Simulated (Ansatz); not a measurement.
System: BN (charge 0, triplet). 
Structure (B3LYP-D3(BJ)/def2-TZVP (Ansatz, an electronic-structure program) minimum search):
```
B
N 1 1.3180
```
Charge 0, spin multiplicity 3.

Basis-set convergence of Hartree-Fock and MP2 correlation energies (hartree) with Ansatz. Correlated levels leave the core frozen unless marked. Open shells are spin-unrestricted. No spin-orbit coupling. Non-relativistic.

```csv
basis,functions,E(HF),"E(corr, MP2)"
def2-SVPD,40,-78.92790,-0.18445
def2-TZVPPD,74,-79.01821,-0.21939
def2-QZVPPD,126,-79.02150,-0.23523
```

Extrapolating the two largest sets (X = 3 and 4) as X^-3: E(corr) = (64·(-0.23523) - 27·(-0.21939))/37 = -0.2468 Eh, an estimate of the basis-set limit. The largest set recovers 95.3 % of it, the smallest 74.7 %.
